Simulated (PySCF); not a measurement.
Relaxation of sextet H₂CoO

Level of theory: UPBE0 in PySCF with Co def2-TZVP, O def2-TZVP, H def2-TZVP; no relativity; density-fitted integrals. A (50,194) grid was used.

A hand-made trigonal planar start, of C2v symmetry, held to at least that symmetry:

Coordinates in bohr (charge 0 multiplicity 6):
```
Co    0.2965    0.5137    0.0000
O    -1.2151   -2.1048    0.0000
H     2.9988    0.5137    0.0000
H    -1.0547    2.8539    0.0000
```

Optimiser trace:
```tsv
step	E − E(last) (kJ/mol)	largest gradient (Eh/bohr)
0	71.80	0.07150
1	18.19	0.02790
2	3.39	0.00985
3	0.83	0.00275
4	0.45	0.00269
5	0.22	0.00179
6	0.09	0.00219
7	0.04	0.00207
8	0.01	0.00121
9	0.00	0.00039
10	0.00	0.00005
```

It ends at C2v with Co–H 1.595 Å (×2), Co–O 1.751 Å; H–Co–H 132.1°, H–Co–O 114.0° (×2). A frequency run shows 1 imaginary mode, down to 285i cm⁻¹, so it is a saddle point. Other isomers or separated fragments may lie lower.

Final geometry:
Coordinates in bohr (charge 0 multiplicity 6):
```
Co    0.3279    0.5679    0.0000
O    -1.3263   -2.2973    0.0000
H     3.3245    0.2513    0.0000
H    -1.4448    3.0047    0.0000
```

With open d or f shells other occupations or spin states may lie lower.

The relaxation took 32 s on 2 threads of a shared Arm Neoverse N1 host, with 88 basis functions and 11 gradients; the process peaked at 0.65 GiB. Launch command: `OMP_NUM_THREADS=2 python axn.py task.json out`.
